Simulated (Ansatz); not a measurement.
C3H6AlFO, SMILES `CO/C(F)=[CH]/[AlH2]`, relaxed with RKS PBE-D4/def2-SVP in Ansatz from a rough embedded geometry. The force threshold is 0.03 eV/Å; the program also tests the step.

Total charge 0; spin multiplicity 1.

Start:

```xyz
12

C     2.006   -0.469    1.330
O     0.810   -0.851    0.814
C     0.079    0.006    0.022
F     0.418    1.223   -0.237
C    -1.104   -0.449   -0.484
Al   -2.276    0.686   -1.609
H     2.446   -1.291    1.972
H     2.729   -0.202    0.585
H     1.871    0.467    2.049
H    -1.463   -1.418   -0.268
H    -3.649    0.114   -2.189
H    -1.866    2.184   -1.985
```

Q: By how much does the energy fall, and how many steps does the optimiser take? (Estimate.)

A: Ansatz gave: 61.77 kJ/mol, in 7 steps, 1 of them rejected.

Q: Which bonds change most? (An estimate is asked.)

A: Ansatz gave: C1–H9 from 1.188 to 1.109 Å; C1–O2 from 1.357 to 1.431 Å; C3–F4 from 1.290 to 1.350 Å; C5–Al6 from 1.982 to 1.926 Å.

Q: Give the relaxed structure. (Estimate.)

A: Computed: 
```xyz
12

C     2.007   -0.401    1.343
O     0.771   -0.890    0.814
C     0.021   -0.090    0.047
F     0.572    1.131   -0.119
C    -1.165   -0.431   -0.517
Al   -2.263    0.708   -1.615
H     2.416   -1.226    1.954
H     2.723   -0.148    0.533
H     1.853    0.493    1.980
H    -1.467   -1.465   -0.280
H    -3.639    0.109   -2.177
H    -1.828    2.210   -1.963
```
